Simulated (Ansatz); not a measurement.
Two isomers of C2H9NOSi: A = `CN(C)[SiH2]O`, B = `CN[SiH2]OC`.

Computed with Ansatz on PBE0-D4/def2-TZVP structures; ΔE is electronic, products minus reactants. CCSD(T)/CBS adds triple-zeta CCSD(T) − MP2 to the extrapolated MP2 energy (def2 sets, frozen cores). Functionals use def2-TZVPP. B3LYP here is the variant with VWN-RPA as its local correlation; programs differ in this. Each species was taken in one conformer, which may not be the lowest.

Q: Which is lower in electronic energy at CCSD(T)/CBS, and by how much? (Best estimate.)

A: Computed: A, by 28.5 kJ/mol.

Q: Give E(B) − E(A) in kJ/mol with MP2/def2-TZVPP, PBE0-D4, ωB97M-V, HF/def2-TZVPP, B3LYP-D4, PBE-D4, B3LYP. (Best estimate.)

A: Ansatz gave: MP2/def2-TZVPP 33.0, PBE0-D4 27.6, ωB97M-V 26.0, HF/def2-TZVPP 15.5, B3LYP-D4 23.6, PBE-D4 27.7, B3LYP 21.3. None reverses the order clearly.

Largest T1 diagnostic: 0.011.

In def2-TZVPP, CCSD(T) changes the Hartree–Fock value by +12.8 kJ/mol (the triples alone add +1.5 kJ/mol) and MP2 by +17.5 kJ/mol.
